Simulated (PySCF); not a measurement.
MgF, SMILES [F][Mg], multiplicity 2. The structure is a stationary point at PBE0-D3(BJ)/def2-TZVPD. The spin state was assumed, not searched.

Level of theory: PBE0-D3(BJ)/def2-TZVPD in PySCF.

Harmonic wavenumbers (cm⁻¹): 695. Rotational constants (GHz): 15.20 (linear); symmetry number 1.

Problem. Work out the zero-point energy and the ideal-gas rigid-rotor harmonic-oscillator thermochemistry at 298.15 K and 1 atm.

Solution. ZPE = ½ Σ hcν = ½ × 695 cm⁻¹ = 4.16 kJ/mol. H − E(el) = 13.13 kJ/mol. Entropy in J/(mol K): translation 155.74, rotation 58.31, vibration 1.31, spin 5.76, total 221.12. G − E(el) = -52.79 kJ/mol. Cp = 32.61 J/(mol K).
